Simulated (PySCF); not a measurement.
Ga(Me)3 (C₃H₉Ga), SMILES [CH3][Ga]([CH3])[CH3].

Coordinates come from a B3LYP-D3(BJ)/def2-SVP optimisation. The isomer is the one that the SMILES or the coordinates give; other isomers of the formula were not compared.

Method: PySCF with TDA-PBE0/def2-SVPD.

Vertical excitations. Isolated molecule, no solvent.

```json
[
 {"state": "S1", "energy (eV)": "5.42", "λ (nm)": "229", "f": "0.000", "main pairs": "HOMO→LUMO 91 %"},
 {"state": "S2", "energy (eV)": "5.42", "λ (nm)": "229", "f": "0.000", "main pairs": "HOMO−1→LUMO 91 %"},
 {"state": "S3", "energy (eV)": "6.43", "λ (nm)": "193", "f": "0.098", "main pairs": "HOMO→LUMO+1 92 %"},
 {"state": "S4", "energy (eV)": "6.43", "λ (nm)": "193", "f": "0.100", "main pairs": "HOMO−1→LUMO+1 92 %"},
 {"state": "S5", "energy (eV)": "7.74", "λ (nm)": "160", "f": "0.000", "main pairs": "HOMO→LUMO+3 30 %, HOMO−1→LUMO+2 29 %, HOMO→LUMO+2 21 %, HOMO−1→LUMO+3 19 %"},
 {"state": "S6", "energy (eV)": "7.76", "λ (nm)": "160", "f": "0.040", "main pairs": "HOMO−1→LUMO+2 34 %, HOMO→LUMO+3 30 %, HOMO→LUMO+2 17 %, HOMO−1→LUMO+3 16 %"},
 {"state": "S7", "energy (eV)": "7.76", "λ (nm)": "160", "f": "0.040", "main pairs": "HOMO→LUMO+2 33 %, HOMO−1→LUMO+3 31 %, HOMO→LUMO+3 18 %, HOMO−1→LUMO+2 15 %"},
 {"state": "S8", "energy (eV)": "7.79", "λ (nm)": "159", "f": "0.000", "main pairs": "HOMO−1→LUMO+3 32 %, HOMO→LUMO+2 27 %, HOMO→LUMO+3 20 %, HOMO−1→LUMO+2 19 %"},
 {"state": "S9", "energy (eV)": "8.38", "λ (nm)": "148", "f": "0.010", "main pairs": "HOMO→LUMO+4 89 %"},
 {"state": "S10", "energy (eV)": "8.38", "λ (nm)": "148", "f": "0.014", "main pairs": "HOMO−1→LUMO+4 89 %"},
 {"state": "T1", "energy (eV)": "5.08", "λ (nm)": "244", "f": "0", "main pairs": "HOMO−1→LUMO 73 %, HOMO→LUMO 26 %"},
 {"state": "T2", "energy (eV)": "5.08", "λ (nm)": "244", "f": "0", "main pairs": "HOMO→LUMO 73 %, HOMO−1→LUMO 26 %"},
 {"state": "T3", "energy (eV)": "6.10", "λ (nm)": "203", "f": "0", "main pairs": "HOMO−1→LUMO+1 62 %, HOMO→LUMO+1 31 %"},
 {"state": "T4", "energy (eV)": "6.10", "λ (nm)": "203", "f": "0", "main pairs": "HOMO→LUMO+1 62 %, HOMO−1→LUMO+1 31 %"}
]
```
Triplets are in the Tamm–Dancoff approximation.
